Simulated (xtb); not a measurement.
Species: CH₁₇Ge₇NO, SMILES `[NH2][GeH2][GeH2][GeH2][GeH2][GeH2][GeH2][GeH2][CH]=O` (charge 0, multiplicity 1).

Task: Give a relaxed geometry from GFN2-xTB (xtb).

Result: One answer among several that fit: the end point of this relaxation, one of several conformers (outside a Z-matrix the atoms follow the SMILES, hydrogens last).
Bonded distances (Å): N1–Ge2 1.815, N1–H11 1.011, N1–H12 1.011, Ge2–Ge3 2.390, Ge2–H13 1.529, Ge2–H14 1.509, Ge3–Ge4 2.403, Ge3–H15 1.521, Ge3–H16 1.515, Ge4–Ge5 2.404, Ge4–H17 1.518, Ge4–H18 1.519, Ge5–Ge6 2.405, Ge5–H19 1.519, Ge5–H20 1.518, Ge6–Ge7 2.407, Ge6–H21 1.519, Ge6–H22 1.518, Ge7–Ge8 2.408, Ge7–H23 1.516, Ge7–H24 1.520, Ge8–C9 1.996, Ge8–H25 1.507, Ge8–H26 1.516, C9–O10 1.198, C9–H27 1.110. Bond angles (°): Ge2–N1–H11 116.9, Ge2–N1–H12 116.8, H11–N1–H12 108.3, N1–Ge2–Ge3 107.6, N1–Ge2–H13 113.3, N1–Ge2–H14 103.8, Ge3–Ge2–H13 112.5, Ge3–Ge2–H14 114.7, H13–Ge2–H14 104.8, Ge2–Ge3–Ge4 119.1, Ge2–Ge3–H15 109.3, Ge2–Ge3–H16 110.2, Ge4–Ge3–H15 107.6, Ge4–Ge3–H16 108.5, H15–Ge3–H16 100.5, Ge3–Ge4–Ge5 119.0, Ge3–Ge4–H17 109.8, Ge3–Ge4–H18 109.9, Ge5–Ge4–H17 108.2, Ge5–Ge4–H18 107.9, H17–Ge4–H18 100.5, Ge4–Ge5–Ge6 118.2, Ge4–Ge5–H19 109.8, Ge4–Ge5–H20 110.0, Ge6–Ge5–H19 108.3, Ge6–Ge5–H20 108.4, H19–Ge5–H20 100.6, Ge5–Ge6–Ge7 119.5, Ge5–Ge6–H21 109.5, Ge5–Ge6–H22 109.9, Ge7–Ge6–H21 108.0, Ge7–Ge6–H22 107.8, H21–Ge6–H22 100.5, Ge6–Ge7–Ge8 118.4, Ge6–Ge7–H23 110.4, Ge6–Ge7–H24 109.9, Ge8–Ge7–H23 108.5, Ge8–Ge7–H24 107.3, H23–Ge7–H24 100.8, Ge7–Ge8–C9 114.6, Ge7–Ge8–H25 113.0, Ge7–Ge8–H26 109.8, C9–Ge8–H25 107.4, C9–Ge8–H26 106.5, H25–Ge8–H26 104.9, Ge8–C9–O10 122.9, Ge8–C9–H27 117.0, O10–C9–H27 120.1.
